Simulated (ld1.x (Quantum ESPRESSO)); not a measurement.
Transferability test, PAW potential for vanadium

```json
{
 "Element": "vanadium (V)",
 "Generator": "ld1.x (Quantum ESPRESSO) 7.5",
 "Type": "PAW",
 "Functional": "Wu–Cohen",
 "Relativity": "scalar-relativistic",
 "Frozen core": "[Ar]",
 "Valence charge": "5",
 "Reference configuration": "3d3 4s2 4p0",
 "Partial waves": "4s (bound): rcut 2.35, rcutus 3.25 bohr; 4s channel at 1.85 Ry: rcut 2.35, rcutus 3.25 bohr; 4p (bound, empty): rcut 3.45, rcutus 4.05 bohr; 4p channel at 0.35 Ry: rcut 3.45, rcutus 4.05 bohr; 3d (bound): rcut 1.85, rcutus 2.25 bohr; 3d channel at -0.05 Ry: rcut 1.85, rcutus 2.25 bohr",
 "Local potential": "all-electron potential smoothed inside 3.00 bohr (lloc = -1)",
 "Core correction": "Bessel-smoothed model core inside 2.00 bohr",
 "Augmentation charge": "PSQ, inside the norm-conserving radii"
}
```

Energies are relative to the spin-unpolarised reference configuration 3d3 4s2 4p0; without spin polarisation the order of configurations can differ from experiment. Not all tests gave a result: test run stopped at test 4 of 7 (negative rho).

```tsv
valence configuration	charge	ΔE all-electron (eV)	error AE − PS (meV)
3d3 4s1 4p0	+1	7.759	-2.5
3d3 4s0 4p0	+2	21.912	-17
3d2 4s0 4p0	+3	50.793	-572
```

Levels in the configuration 3d3 4s0 4p0:

```tsv
level	all-electron (eV)	pseudo (eV)
3d	-21.283	-21.306
```
